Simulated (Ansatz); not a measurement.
Mulliken charges of C2H5AlFN, SMILES `N[CH]1[CH2][Al]1[F]` from PBE/def2-TZVPP in Ansatz (PBE0-D4/def2-TZVP geometry).

```tsv
atom	x (Å)	y (Å)	z (Å)	charge (e)
N1	-1.185	-0.865	0.691	-0.278
C2	-0.144	-0.451	-0.192	-0.150
C3	1.079	0.371	0.441	-0.187
Al4	0.464	1.070	-1.205	0.403
F5	0.500	2.267	-2.337	-0.273
H6	-1.916	-0.180	0.806	0.155
H7	-1.607	-1.740	0.417	0.144
H8	0.283	-1.330	-0.685	0.064
H9	1.909	-0.218	0.829	0.068
H10	0.701	1.025	1.237	0.053
```

**Question.** By hand: the dipole of these point charges (1 e Å = 4.8032 D).

**Answer.** Σ q r = (-0.144, -0.273, 0.170) e Å, of length 0.352 e Å = 1.69 D.

**Question.** How does the dipole of the full density compare? (An estimate is asked.)

**Answer.** Ansatz gave: (-0.253, -0.255, 0.045) e Å, 1.74 D; the point charges give 0.97 times that, at 27° from its direction.

Point charges leave out the atoms' own dipoles, such as those of lone pairs, and Mulliken's split depends on the basis, so the two needn't agree.
